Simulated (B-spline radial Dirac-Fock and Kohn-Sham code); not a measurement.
# Satellites and hypersatellites of the K lines of As⁴⁺

System: arsenic as As⁴⁺, [Ar] 3d10 4s1, inside a Watson sphere of charge -4 and radius 2.2 Å (a model of the Madelung potential; inside it an electron's potential energy is raised by 26.2 eV).

Level of theory: Dirac-Fock ΔSCF + Breit + QED; a radial B-spline solver. Each two-hole energy is an average over J within one jj subconfiguration, not an observable level; in light atoms, where LS coupling holds, the j-resolved values are not observed lines, and for a K spectator the Kα1 hypersatellite is nearly forbidden. The model has no electron correlation.

Lines without a spectator: Kα2 (K-L2) 10507.5 eV, Kα1 (K-L3) 10543.4 eV, Kβ3 (K-M2) 11720.1 eV, Kβ1 (K-M3) 11725.2 eV. Shifts in eV with one spectator hole (a dash: not computed, or left out as unreliable):

```tsv
spectator hole	Kα2	Kα1	Kβ3	Kβ1
K (1s)	+354.8	+359.4	+445.1	+445.9
L2 (2p1/2)	+35.0	+43.0	–	+94.3
L3 (2p3/2)	+38.5	+37.2	+89.4	–
M2 (3p1/2)	–	+3.60	+7.96	+10.17
M3 (3p3/2)	+3.14	–	+9.36	+8.84
M4 (3d3/2)	+0.02	-1.18	–	–
M5 (3d5/2)	-1.30	-0.51	–	–
```

With n spectator holes in 2p, averaged over the 2p shell (energies in eV):

```
n     KαLⁿ   step  hypersatellite KαʰLⁿ
0  10531.4      –               10889.2
1  10570.4  +39.0               10929.5
2  10610.4  +40.1               10970.8
3  10651.6  +41.2               11013.2
4  10693.8  +42.3               11056.8
5  10737.2  +43.4               11101.5
```
